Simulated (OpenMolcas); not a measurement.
Si III: effect of the basis set

- Program: OpenMolcas 26.06
- Method: MS-CASPT2, IPEA 0.25 Eh, imaginary shift 0.1 Eh (closed shells correlated: 2s 2p)
- Active space: 2 electrons in 4 orbitals (3s 3p)
- State averaging: 2S+1 = 3 even, 3 roots; 2S+1 = 1 even, 7 roots; 2S+1 = 3 odd, 3 roots; 2S+1 = 1 odd, 3 roots
- Spin-orbit coupling: state interaction with AMFI integrals over the reference wave functions, term energies averaged over their components

A. ANO-R1 [4s3p1d], X2C, finite nucleus; CASPT2 step about 1.4 core-seconds
B. ANO-L-VTZP [5s4p2d1f], non-relativistic, point nucleus; CASPT2 step roughly 2.5 core-seconds
C. ANO-RCC-VTZP [5s4p2d1f], DKH2, point nucleus; CASPT2 step about 1.4 core-seconds
D. ANO-R2 [5s4p3d1f], X2C, finite nucleus; CASPT2 step roughly 1.4 core-seconds
E. ANO-RCC-VQZP [6s5p3d2f1g], DKH2, point nucleus; CASPT2 step about 1.9 core-seconds
F. ANO-R3 [6s5p4d2f1g], X2C, finite nucleus; CASPT2 step of the order of 3 core-seconds

Energies in cm⁻¹ above 3s² ¹S₀, the measured ground level; measured values from NIST levels in Kelleher and Podobedova, J. Phys. Chem. Ref. Data 37, 1285 (2008).

```json
{"Level": "3s² ¹S₀", "A": "0.0", "B": "0.0", "C": "0.0", "D": "0.0", "E": "0.0", "F": "0.0", "Measured": "0.0"}
{"Level": "3s 3p ³P°₀", "A": "53240", "B": "51430", "C": "51990", "D": "52160", "E": "52170", "F": "52600", "Measured": "52725"}
{"Level": "3s 3p ³P°₁", "A": "53370", "B": "51530", "C": "52090", "D": "52270", "E": "52280", "F": "52710", "Measured": "52853"}
{"Level": "3s 3p ³P°₂", "A": "53630", "B": "51750", "C": "52310", "D": "52490", "E": "52500", "F": "52930", "Measured": "53115"}
{"Level": "3s 3p ¹P°₁", "A": "86260", "B": "85350", "C": "85440", "D": "84700", "E": "84730", "F": "84450", "Measured": "82884"}
{"Level": "3p² ³P₀", "A": "132310", "B": "128570", "C": "129580", "D": "129270", "E": "129670", "F": "129970", "Measured": "129708"}
{"Level": "3p² ³P₁", "A": "132450", "B": "128670", "C": "129690", "D": "129380", "E": "129780", "F": "130080", "Measured": "129842"}
{"Level": "3p² ³P₂ [67 %]", "A": "132680", "B": "128860", "C": "129860", "D": "129560", "E": "129890", "F": "130200", "Measured": "130101"}
{"Level": "3p² ¹D₂ [67 %]", "A": "134260", "B": "129720", "C": "130510", "D": "130220", "E": "130210", "F": "130540", "Measured": "122215"}
{"Level": "3p² ¹S₀", "A": "157490", "B": "154760", "C": "154890", "D": "154520", "E": "153750", "F": "153970", "Measured": "153444"}
```

Deviations, from unrounded energies. A percentage is the sum of absolute deviations over the sum of measured energies, with the sign that they share, or ± where signs differ.

| Against measurement | Levels | A | B | C | D | E | F |
| --- | --- | --- | --- | --- | --- | --- | --- |
| mean absolute deviation (cm-1) | 9 | 3200 | 2100 | 1700 | 1600 | 1400 | 1300 |
| other configurations (%) | 9 | +3.2 | ±2.1 | ±1.7 | ±1.6 | ±1.3 | ±1.3 |

F lies closest to measurement on these levels and A furthest from it. The largest miss of F in the table is 3p² ¹D₂ [67 %], by +8300 cm-1. The ranking rests on the paired levels alone, and a cruder setting can come out closer through cancelling errors.

Among A to F the level of the table that moves most is 3p² ¹D₂ [67 %], by 4500 cm-1 (lowest in B, highest in A). Moves below CASPT2's spread within the term are not significant.

Over all roots computed the reference weight is 0.93 to 1.00 in A, 0.92 to 1.00 in B, 0.92 to 1.00 in C, 0.91 to 0.99 in D, 0.92 to 0.99 in E, 0.91 to 0.98 in F; the roots of lowest weight are the least certain, and an intruder state may touch them. The ¹D term of p² mixes with s d, which this space lacks. Some levels mix across a computed gap that differs much from the measured one, so their mixing is not that of the real levels (holds for C; D; E; F). Measured partners are found by configuration, term and J. A level has none where our copy of the source lacks it or the pairing is in doubt (some pairs that miss far off the trend of their configuration count as doubtful), and it then counts in no deviation. Only configurations of the active space appear.

A share in square brackets marks a mixed level and gives the weight of the term that names it, the lowest over the columns. ° marks odd parity.
